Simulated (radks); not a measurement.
Species: V IV. Configuration: [Ar] 3d1 7f1 (not the ground configuration). All-electron calculation, non-relativistic Kohn-Sham, PBE, spin-polarised, spherical densities, point nucleus; open shells are filled with parallel spins first. Program: a radial shooting solver on a logarithmic mesh with Libxc functionals.

Radial electron density D(r) = 4 pi r^2 rho(r):

```
   r/bohr * D(r) (the largest magnitude, 29.7, reaches the edge; | marks zero)
  0.00409 |  *
   0.0048 |   *
 0.005632 |    *
  0.00661 |     *
 0.007695 |       *
  0.00903 |         *
   0.0106 |            *
  0.01244 |                *
  0.01459 |                    *
  0.01713 |                        *
  0.01994 |                             *
   0.0234 |                                   *
  0.02746 |                                        *
  0.03222 |                                            *
  0.03781 |                                                *
  0.04402 |                                                 *
  0.05165 |                                                 *
  0.06062 |                                               *
  0.07113 |                                           *
  0.08348 |                                        *
  0.09718 |                                      *
    0.114 |                                      *
   0.1338 |                                         *
    0.157 |                                               *
   0.1843 |                                                    *
   0.2146 |                                                      *
   0.2518 |                                                   *
   0.2955 |                                           *
   0.3467 |                                *
   0.4069 |                      *
   0.4775 |                *
   0.5559 |               *
   0.6523 |                 *
   0.7655 |                   *
   0.8983 |                   *
    1.054 |               *
    1.227 |          *
     1.44 |     *
     1.69 |  *
    1.983 |*
    2.328 *
     2.71 *
     3.18 *
    3.731 *
    4.379 *
    5.139 *
    5.982 *
     7.02 *
    8.238 *
    9.668 *
    11.35 *
    13.31 *
     15.5 *
    18.19 *
    21.34 *
    25.05 *
    29.39 *
```

D(r) has 6 maxima, at r = 0.0466, 0.215, 0.810, 5.48, 9.98, 17.8 bohr, and minima at 0.104, 0.534, 3.79 bohr, inside which lie 2.13, 10.44, 19.04 electrons.
